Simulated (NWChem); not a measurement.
A series in which one site is exchanged, each optimised at PBE0/def2-SVP with NWChem, gas phase unless a solvent is named. For some, no frequency run checked for a minimum. def2 effective core potentials on Cd, Hg; no spin-orbit coupling.

A: [Cl][Ca][Cl] (CaCl2; site = Ca)
B: [Hg]([Cl])[Cl] (HgCl₂; site = Hg)
C: [Cl][Mg][Cl] (MgCl2; site = Mg)
D: [Cl][Cd][Cl] (CdCl$_{2}$; site = Cd)

Values for A:

| Quantity | Value |
|---|---|
| orbital gap (eV), PBE0/def2-SVP | 6.00 |
| vertical ionisation energy, ΔSCF, CAM-B3LYP/def2-SVP (eV) | 10.59 |
| static polarisability, CAM-B3LYP/def2-SVPD (bohr³) | 54.8 |
| lowest singlet excitation, CAM-B3LYP/def2-SVPD, TDA (eV) | 5.21 |

How do these values change for the other members?


| change from A | B | C | D |
|---|---|---|---|
| orbital gap (eV), PBE0/def2-SVP | +0.33 | +1.06 | +0.54 |
| vertical ionisation energy, ΔSCF, CAM-B3LYP/def2-SVP (eV) | +0.66 | +0.84 | +0.59 |
| static polarisability, CAM-B3LYP/def2-SVPD (bohr³) | +5.3 | -6.5 | +1.5 |
| lowest singlet excitation, CAM-B3LYP/def2-SVPD, TDA (eV) | -0.10 | +0.69 | +0.17 |
